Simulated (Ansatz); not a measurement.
`C[NH2+][Al-]([OH])([OH])[OH]`, relaxed with RKS PBE-D4/def2-SVP in Ansatz from a rough embedded geometry. The force threshold is 0.03 eV/Å; the program also tests the step.

Total charge 0; spin multiplicity 1.

Start:

```xyz
14

C    -1.715   -0.303    0.267
N    -0.364   -0.778    0.606
Al    1.063    0.176   -0.317
O     1.048    1.872    0.239
O     2.670   -0.589    0.185
O     0.863    0.010   -2.101
H    -2.464   -0.838    0.800
H    -1.828   -0.396   -0.827
H    -1.764    0.841    0.563
H    -0.328   -1.783    0.377
H    -0.247   -0.668    1.653
H     0.265    2.308   -0.276
H     2.685   -0.522    1.156
H     0.117    0.668   -2.327
```

```json
{"step": "1", "energy (eV)": "-15377.3881", "largest force (eV/Å)": "3.001", "largest move (Å)": "0.000"}
{"step": "2", "energy (eV)": "-15377.9700", "largest force (eV/Å)": "1.798", "largest move (Å)": "0.194"}
{"step": "3", "energy (eV)": "-15378.3004", "largest force (eV/Å)": "0.623", "largest move (Å)": "0.200"}
{"step": "4", "energy (eV)": "-15378.3905", "largest force (eV/Å)": "0.289", "largest move (Å)": "0.200"}
{"step": "5", "energy (eV)": "-15378.4408", "largest force (eV/Å)": "0.225", "largest move (Å)": "0.200"}
{"step": "6", "energy (eV)": "-15378.4690", "largest force (eV/Å)": "0.291", "largest move (Å)": "0.200"}
{"step": "7", "energy (eV)": "-15378.4921", "largest force (eV/Å)": "0.228", "largest move (Å)": "0.200"}
{"step": "8", "energy (eV)": "-15378.5116", "largest force (eV/Å)": "0.164", "largest move (Å)": "0.200"}
{"step": "9", "energy (eV)": "-15378.5242", "largest force (eV/Å)": "0.041", "largest move (Å)": "0.165"}
{"step": "10", "energy (eV)": "-15378.5244", "largest force (eV/Å)": "0.062", "largest move (Å)": "0.005"}
{"step": "11 (rejected)", "energy (eV)": "-15378.4376", "largest force (eV/Å)": "2.502", "largest move (Å)": "0.195"}
{"step": "12", "energy (eV)": "-15378.5287", "largest force (eV/Å)": "0.091", "largest move (Å)": "0.097"}
{"step": "13 (rejected)", "energy (eV)": "-15378.5280", "largest force (eV/Å)": "0.463", "largest move (Å)": "0.084"}
{"step": "14", "energy (eV)": "-15378.5303", "largest force (eV/Å)": "0.051", "largest move (Å)": "0.042"}
{"step": "15", "energy (eV)": "-15378.5316", "largest force (eV/Å)": "0.015", "largest move (Å)": "0.050"}
{"step": "16 (rejected)", "energy (eV)": "-15378.5311", "largest force (eV/Å)": "0.275", "largest move (Å)": "0.055"}
{"step": "17", "energy (eV)": "-15378.5319", "largest force (eV/Å)": "0.051", "largest move (Å)": "0.026"}
{"step": "18", "energy (eV)": "-15378.5320", "largest force (eV/Å)": "0.050", "largest move (Å)": "0.015"}
{"step": "19", "energy (eV)": "-15378.5321", "largest force (eV/Å)": "0.027", "largest move (Å)": "0.011"}
```

End:

```xyz
14

C    -1.807   -0.306    0.291
N    -0.451   -0.796    0.627
Al    0.976    0.318   -0.292
O     0.658    1.798    0.585
O     2.409   -0.599    0.094
O     0.404    0.226   -1.941
H    -2.613   -0.886    0.784
H    -1.918   -0.350   -0.809
H    -1.858    0.757    0.596
H    -0.332   -1.784    0.362
H    -0.284   -0.749    1.642
H     0.671    2.635    0.096
H     3.122   -0.153    0.575
H     1.021   -0.110   -2.610
```

Run time 26 s (4 threads of an Intel Xeon Platinum 8488C on a shared host); peak host memory 0.2 GiB.
